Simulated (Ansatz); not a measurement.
CH$_{3}$FInN at its PBE0-D4/def2-TZVP geometry, where that method's forces vanish. The species carries charge 0 and has multiplicity 1. In: def2 effective core potential. The bonds changed during the relaxation, so this is another structure than the one it started from.

```xyz
7

F    -1.9162   -1.6823   -0.6310
In   -0.0500   -2.3166   -1.1664
C     0.7276    1.0165    0.4293
N     0.0951    0.0165    0.0014
H     1.8121    1.0511    0.3197
H     0.2502    1.8725    0.9147
H    -0.9189    0.0424    0.1324
```

(1) What forces (eV/Å) does r2SCAN-D4/def2-TZVPP give on these atoms in Ansatz? (Estimate.)

Answers

(1) Ansatz gave: 
```
F1   0.025  0.000 -0.003
In2 -0.015  0.060  0.032
C3   0.152  0.233  0.098
N4  -0.111 -0.306 -0.141
H5  -0.002 -0.001  0.000
H6   0.000  0.015  0.008
H7  -0.048 -0.001  0.005
```
